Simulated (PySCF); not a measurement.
Compound: C₆H₇S (charge +1).
Cartesian coordinates in Å at the PBE0/6-31+G* level; atoms count from 1:
```
atom  x, y, z in Å
C1     2.0680   -0.2565   -0.3218
C2     0.6222    0.0972   -0.1358
C3    -0.3658   -0.9009   -0.2301
C4    -1.7321   -0.6773   -0.0612
C5    -2.2580    0.5695    0.2198
S6    -1.3201    1.9559    0.3906
C7     0.2553    1.4066    0.1407
H8     2.4186   -0.8662    0.5196
H9     2.2085   -0.8447   -1.2346
H10    2.7020    0.6307   -0.3841
H11   -0.0405   -1.9154   -0.4502
H12   -2.4219   -1.5120   -0.1534
H13   -3.3256    0.7300    0.3485
H14    1.0001    2.1960    0.2162
```

Method used: PySCF 2.14.0, PBE0/6-31+G* geometry optimisation, gas phase.

Masses are those of the commonest isotopes; rigid-rotor values at the optimised geometry. 

(1) Give the principal moments of inertia and the rotational constants in GHz.

(2) Classify the top.

(3) What does the inertial defect say?

(4) Which lines would a microwave search look for?

Answers

(1) Ia = 123.28, Ib = 249.45, Ic = 369.58 u·Å²; 505379 MHz·u·Å²/I gives 4100, 2026 and 1367 MHz, that is A = 4.0996, B = 2.0260, C = 1.3674 GHz.

(2) An asymmetric top. Ray's parameter κ = (2B − A − C)/(A − C) = -0.518; −1 is the prolate and +1 the oblate limit.

(3) Not planar: Δ = Ic − Ia − Ib = -3.15 u·Å². For a rigid frame Δ = −2 Σ m c², so Σ m c² = 1.57 u·Å² lies off the ab plane, practically all of it from hydrogen. The atom farthest from that plane is 0.97 Å away.

(4) The dipole components (about the centre of mass, as the species is charged) are |μa| = 0.17 D, |μb| = 0.96 D, |μc| = 0.03 D. The squared components, which scale the intensities, stand as 0.03 : 1.00 : 0.00 (a : b : c). Some lines, for components of 0.1 D or more:

```tsv
type	branch	J(Ka,Kc)	MHz	lower level (cm⁻¹)
b	Q	1(1,0) ← 1(0,1)	2732	0.113
b	Q	2(1,1) ← 2(0,2)	3524	0.335
b	R	2(0,2) ← 1(1,1)	4580	0.182
b	R	3(1,2) ← 2(2,1)	4853	0.660
b	R	1(1,1) ← 0(0,0)	5467	0.000
b	Q	2(2,0) ← 2(1,1)	6354	0.453
a	R	2(0,2) ← 1(0,1)	6653	0.113
a	R	2(1,1) ← 1(1,0)	7445	0.204
b	R	3(0,3) ← 2(1,2)	8130	0.387
a	R	3(1,3) ← 2(1,2)	9116	0.387
b	Q	3(2,2) ← 3(1,3)	9261	0.691
a	R	3(0,3) ← 2(0,2)	9679	0.335
a	R	3(2,2) ← 2(2,1)	10180	0.660
a	R	3(2,1) ← 2(2,0)	10682	0.665
a	R	3(1,2) ← 2(1,1)	11074	0.453
b	Q	3(3,1) ← 3(2,2)	12091	1.000
b	R	3(3,0) ← 2(2,1)	22288	0.660
```

No PBE0/6-31+G* frequencies stand behind this structure, so it isn't proved a minimum. Geometry: PBE0/6-31+G*; no solvent, vibrations or thermal averaging. These are rigid-rotor constants of the computed structure; measured ground-state constants (B0) also hold zero-point vibration. A rigid rotor knows nothing of internal rotation, which can split or shift real lines.
